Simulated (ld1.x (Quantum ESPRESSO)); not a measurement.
## What one change does to a pseudopotential (rhodium, TM)

Rh (Z = 45), norm-conserving Troullier–Martins (Kleinman–Bylander form), made with ld1.x (Quantum ESPRESSO) 7.5 (PBE, fully relativistic). Core [Ar] 3d10 4s2, reference 4p6 4d9 5s0 5p0. Waves: 5s (bound, empty): rc 2.80 bohr; 4p (bound): rc 1.45 bohr; 4d (bound): rc 1.55 bohr. Local part: all-electron potential smoothed inside 2.50 bohr (lloc = -1). Core correction: Bessel-smoothed model core, default radius (core density twice the valence density).

Open shells are filled in proportion to 2j + 1 (rel_dist='average').

Change: wave 4d (bound): rc 1.55 bohr becomes 4d (bound): rc 1.96 bohr.

Cutoffs: the cutoffs (Ry, on a coarse ladder) from which the occupation-weighted sum of valence levels, in a spherical-Bessel basis at the reference potential, stays within 10 and 1 mRy of its value at 400 Ry; they do not see the model core or the augmentation charge, which bear on the density cutoff. Errors are all-electron minus pseudo energies relative to the spin-unpolarised reference configuration.

Task: How do hardness, ghosts and transferability respond?

Result: The potential gets softer (70 Ry and 110 Ry → 60 Ry and 100 Ry); the errors of the 7 common tests hardly move; neither file shows a bound ghost. A larger radius leaves more room for a smooth pseudo-wave, so fewer plane waves are needed.

```tsv
quantity	base	changed
cutoff, loose	70 Ry	60 Ry
cutoff, tight	110 Ry	100 Ry
loose cutoff by channel (10 mRy a level)	p 45 Ry, d 50 Ry	p 45 Ry, d 40 Ry
bound ghosts	none	none
error for 4p6 4d8 5s1 5p0, meV [ΔE 0.91 eV]	-25	-24
error for 4p6 4d8 5s0 5p0, meV [ΔE 8.37 eV]	-14	-14
error for 4p6 4d7 5s0 5p0, meV [ΔE 27.88 eV]	-89	-89
error for 4p6 4d8 5s0 5p1, meV [ΔE 4.51 eV]	-187	-187
error for 4p6 4d8.5 5s0.5 5p0, meV [ΔE 0.28 eV]	-6.0	-5.8
error for 4p6 4d5 5s0 5p0, meV [ΔE 107.33 eV]	-573	-525
error for 4p6 4d7 5s1 5p0, meV [ΔE 12.04 eV]	-37	-33
s: phases at 3.04 bohr within 0.05 rad from the reference energy up to (Ry; the scan ends near 5)	0.8	0.8
p1/2: phases at 3.04 bohr within 0.05 rad from the reference energy up to (Ry; the scan ends near 5)	-0.2	-0.2
p3/2: phases at 3.04 bohr within 0.05 rad from the reference energy up to (Ry; the scan ends near 5)	-0.2	-0.2
d3/2: phases at 3.04 bohr within 0.05 rad from the reference energy up to (Ry; the scan ends near 5)	1.2	1.2
d5/2: phases at 3.04 bohr within 0.05 rad from the reference energy up to (Ry; the scan ends near 5)	1.2	1.2
```
